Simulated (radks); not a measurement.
The numbers below are computed, except where a source is named.
All-electron atom: Nd18+ in [Ar] 3d10 4s2 4p5 4d6 4f1 (not the ground configuration). Code: a radial shooting solver on a logarithmic mesh with Libxc functionals. Model: Dirac Kohn-Sham, LDA (Slater exchange, Perdew-Wang correlation), spin-unpolarised, spherical densities, finite nucleus; open shells are shared between the two j in proportion to 2j + 1; Fermi nuclear charge, rms radius 4.9123 fm.

Normalised radial functions P(r) = r R(r) (large component), r in bohr:

| r | 4p3/2 | 4f5/2 |
|---|---|---|
| 0.001247 | 0.0022 | 0.0000 |
| 0.001417 | 0.0028 | 0.0000 |
| 0.001624 | 0.0037 | 0.0000 |
| 0.001845 | 0.0047 | 0.0000 |
| 0.002114 | 0.0061 | 0.0000 |
| 0.002403 | 0.0077 | 0.0000 |
| 0.002753 | 0.0099 | 0.0000 |
| 0.003129 | 0.0126 | 0.0000 |
| 0.003585 | 0.0162 | 0.0000 |
| 0.004074 | 0.0205 | 0.0000 |
| 0.004668 | 0.0263 | 0.0000 |
| 0.005348 | 0.0336 | 0.0000 |
| 0.006078 | 0.0422 | 0.0000 |
| 0.006963 | 0.0535 | 0.0000 |
| 0.007914 | 0.0668 | 0.0000 |
| 0.009067 | 0.0840 | 0.0000 |
| 0.01031 | 0.1038 | 0.0000 |
| 0.01181 | 0.1293 | 0.0001 |
| 0.01342 | 0.1579 | 0.0001 |
| 0.01537 | 0.1938 | 0.0002 |
| 0.01747 | 0.2330 | 0.0003 |
| 0.02002 | 0.2804 | 0.0004 |
| 0.02275 | 0.3300 | 0.0007 |
| 0.02607 | 0.3869 | 0.0011 |
| 0.02986 | 0.4458 | 0.0017 |
| 0.03394 | 0.5000 | 0.0027 |
| 0.03889 | 0.5512 | 0.0043 |
| 0.0442 | 0.5876 | 0.0066 |
| 0.05063 | 0.6058 | 0.0103 |
| 0.05755 | 0.5953 | 0.0156 |
| 0.06593 | 0.5458 | 0.0240 |
| 0.07494 | 0.4557 | 0.0356 |
| 0.08585 | 0.3095 | 0.0534 |
| 0.09758 | 0.1255 | 0.0771 |
| 0.1118 | -0.1096 | 0.1120 |
| 0.1281 | -0.3648 | 0.1598 |
| 0.1456 | -0.5942 | 0.2192 |
| 0.1668 | -0.7875 | 0.3003 |
| 0.1895 | -0.8828 | 0.3951 |
| 0.2172 | -0.8551 | 0.5158 |
| 0.2468 | -0.6878 | 0.6464 |
| 0.2828 | -0.3633 | 0.7981 |
| 0.3214 | 0.0489 | 0.9446 |
| 0.3682 | 0.5375 | 1.0913 |
| 0.4185 | 0.9701 | 1.2064 |
| 0.4794 | 1.3192 | 1.2873 |
| 0.5449 | 1.4885 | 1.3107 |
| 0.6243 | 1.4784 | 1.2698 |
| 0.7153 | 1.2983 | 1.1606 |
| 0.8129 | 1.0301 | 1.0045 |
| 0.9314 | 0.7148 | 0.8011 |
| 1.059 | 0.4494 | 0.5984 |
| 1.213 | 0.2385 | 0.3984 |
| 1.378 | 0.1135 | 0.2447 |
| 1.579 | 0.0433 | 0.1282 |
| 1.795 | 0.0145 | 0.0607 |
| 2.056 | 0.0036 | 0.0232 |
| 2.337 | 0.0008 | 0.0078 |
| 2.677 | 0.0001 | 0.0020 |
| 3.043 | 0.0000 | 0.0004 |
| 3.486 | 0.0000 | 0.0001 |

4p3/2: eigenvalue -618.33 eV, 2 radial nodes at r = 0.105, 0.317 bohr, <r> = 0.611 bohr, 90 % of the charge inside 0.878 bohr. 4f5/2: eigenvalue -385.47 eV, 0 radial nodes, <r> = 0.642 bohr, 90 % of the charge inside 0.977 bohr.
